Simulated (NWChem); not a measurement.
## The standard entropy of InSiNH6 (SMILES N[SiH2][InH2]) from a frequency calculation

A singlet with charge 0, relaxed at PBE-D3(BJ)/def2-SVP (core potential) (NWChem 7.3.0):

```xyz
9

N    -0.8772   -2.4951   -0.1303
Si    0.6069   -1.5719    0.0593
In   -0.0402    0.9419   -0.0079
H    -1.6519   -2.2687    0.4997
H    -0.8015   -3.5132   -0.2235
H     1.4996   -1.9469   -1.0977
H     1.4374   -1.8537    1.3039
H    -1.6675    1.4400    0.4340
H     1.0701    2.2117   -0.4871
```

Harmonic wavenumbers in cm⁻¹: 76, 115, 212, 265, 300, 392, 440, 497, 594, 672, 746, 813, 879, 940, 1498, 1678, 1695, 2050, 2138, 3466, 3562.

Masses in u: N 14.007, Si 28.085, In 114.818, H 1.008. Take T = 298.15 K, p = 1 bar, R = 8.3145 J/(mol K), kT/hc = 207.22 cm⁻¹, rigid rotor and harmonic oscillator.

Question: Work out S° at 298 K.

Answer: 
1. Translation (Sackur–Tetrode): S = R[3/2 ln M + 5/2 ln T − 1.1517] with M = 162.958 gives 172.4 J/(mol K).
2. Rotation: principal moments 37.013, 291.096, 320.172 u Å² give A, B, C = 0.4555, 0.0579, 0.0527 cm⁻¹; the symmetry number is σ = 1; q = (√π/σ)√((kT/hc)³/ABC) = 141819; S = R(ln q + 3/2) = 111.1.
3. Vibration: with u = ν̃/207.22, each mode gives R[u/(eᵘ − 1) − ln(1 − e⁻ᵘ)]; the sum is 68.1, most from 76 cm⁻¹ (16.7), 115 cm⁻¹ (13.3), 212 cm⁻¹ (8.5).
4. Spin and the two mirror images of this shape: R ln 2 = 5.8.
5. Sum: 172.4 + 111.1 + 68.1 + 5.8 = 357.4 J/(mol K).

No measured value is set beside it here. Where a soft mode is a torsion, a harmonic oscillator describes it poorly. One conformer is counted; others would raise S.
